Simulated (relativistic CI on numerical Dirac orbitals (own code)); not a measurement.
**Os7+: resonant inelastic scattering at the N6,7 edge**

Computed with this model: Dirac-Coulomb-Breit CI, KLI orbitals optimised for each configuration, model QED (radiative potential, 1s self-energy scaled to tabulated hydrogen-like ionisation energies), Kramers-Heisenberg scattering through one core-hole configuration in a parametric crystal field, unscaled Slater integrals; configurations [Xe] 4f14 5d → [Xe] 4f13 5d2; 80 K; core-hole width 0.3 eV; summed over polarisations. Incident energies are the highest absorption maxima for each field (at most a few, so the weaker spin-orbit partner edge can be absent), on the computed scale of the free ion. Intensities are in per cent of the strongest line above 0.02 eV; levels within 1 cm⁻¹ are merged; final levels count from the ground level, the first row holds all elastic scattering, lines under 0.4 are left out and each table stops after 24 rows. The scale of the Slater integrals is a model choice and moves the terms in proportion.

Field parameters in Wybourne normalisation: D3d B²₀ = −7Dσ, B⁴₀ = −14Dq − 21Dτ, B⁴₃ = −14√(10/7) Dq. The field is a parameter set, without covalency, and values of 10Dq over about 45,000 cm⁻¹ lie beyond real compounds.

S is read from ⟨S²⟩ = S(S + 1).

D3d, 10Dq = 49900, Dσ = -1200, Dτ = -40 cm⁻¹:

```
Final level (eV)  Degeneracy  Irrep     S  59.2 eV  65.2 eV  65.5 eV
           0.000           2  Γ5+Γ6  0.50    294.1    209.4    224.7
           0.325           2     Γ4  0.50     88.3     35.6    100.0
           1.279           2     Γ4  0.50     14.7     20.3     16.4
           6.843           2     Γ4  0.50      0.4      8.9     13.9
           6.890           2  Γ5+Γ6  0.50      0.5     14.0      8.8
```

D3d, 10Dq = 49900, Dσ = -860, Dτ = -40 cm⁻¹:

```tsv
Final level (eV)	Degeneracy	Irrep	S	59.2 eV	65.1 eV	65.5 eV
0.000	2	Γ5+Γ6	0.50	226.4	163.1	211.2
0.246	2	Γ4	0.50	76.4	22.4	100.0
1.207	2	Γ4	0.50	14.9	13.4	10.2
6.795	2	Γ4	0.50	0.4	6.7	8.9
6.828	2	Γ5+Γ6	0.50	0.4	9.1	6.9
```

D3d, 10Dq = 49900, Dσ = -510, Dτ = -40 cm⁻¹:

| Final level (eV) | Degeneracy | Irrep | S | 59.2 eV | 65.1 eV | 65.4 eV |
| --- | --- | --- | --- | --- | --- | --- |
| 0.000 | 2 | Γ5+Γ6 | 0.50 | 228.5 | 171.3 | 200.6 |
| 0.158 | 2 | Γ4 | 0.50 | 90.7 | 32.9 | 100.0 |
| 1.141 | 2 | Γ4 | 0.50 | 20.0 | 15.3 | 13.7 |
| 6.747 | 2 | Γ4 | 0.50 | 0.4 | 7.6 | 8.1 |
| 6.766 | 2 | Γ5+Γ6 | 0.50 | 0.4 | 11.0 | 8.4 |

For the first field the strongest loss at the lowest incident energy is the level at 0.32 eV (S = 0.50, against 0.50 in the thermal ground state).
